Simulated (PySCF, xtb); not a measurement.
benzotriazole (C6H5N3), SMILES c1ccc2[nH]nnc2c1.

Harmonic wavenumbers (cm⁻¹) from GFN2-xTB (xtb 6.7.1) at its own minimum, in rising order: 204, 243, 392, 399, 518, 537, 579, 615, 664, 729, 775, 809, 866, 867, 905, 926, 969, 1042, 1055, 1137, 1168, 1209, 1226, 1274, 1301, 1350, 1378, 1443, 1497, 1581, 1620, 3082, 3088, 3098, 3115, 3467.

Question: What does B3LYP-D3(BJ)/def2-SVP run with PySCF give at its own minimum? (The exact figures need the calculation; the answer reports its results.)

Answer: 224, 268, 417, 443, 538, 547, 597, 642, 706, 769, 799, 803, 883, 910, 976, 1009, 1018, 1032, 1046, 1133, 1159, 1258, 1291, 1298, 1353, 1425, 1436, 1499, 1538, 1644, 1685, 3182, 3194, 3203, 3213, 3656. Paired by order, the mean absolute difference is 48 cm⁻¹ and the zero-point energies are 64.5 and 66.9 kcal/mol.
